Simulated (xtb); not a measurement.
B(H)(Me)(SH) (CH5BS), SMILES CBS. All values are semi-empirical tight-binding results from xtb (GFN2-xTB unless named), good for trends rather than for accurate numbers. The structure is a stationary point at GFN2-xTB. The values are those of a single conformer.

Optimised geometry:

```xyz
8

B     -0.6291     0.4488     0.0000
H     -1.7998     0.4639     0.0000
C      0.2155     1.7753     0.0000
H     -0.0264     2.3877    -0.8689
H     -0.0264     2.3877     0.8689
H      1.2910     1.6112     0.0000
S      0.2043    -1.1142     0.0000
H     -0.8542    -1.9187     0.0000
```

Computed properties:
```
Item                                              Value
----------------------------------------  -------------
point group as xtb finds it                          Cs
orbital gap                                     4.35 eV
zero-point energy                         36.1 kcal/mol
G − E(el) at 298.15 K (modified RRHO)     19.1 kcal/mol
static polarisability (D4 model)             47.7 bohr³
solvation energy, GFN2-xTB/ALPB(water)    -0.8 kcal/mol
solvation energy, GFN2-xTB/ALPB(acetone)  -4.7 kcal/mol
```

Computed atomic charges and the Wiberg bond orders between heavy atoms:
charges (e) B1 0.28, H2 -0.10, C3 -0.19, H4 0.05, H5 0.05, H6 0.04, S7 -0.28, H8 0.16. Bond orders B1–C3 1.06, B1–S7 1.27.
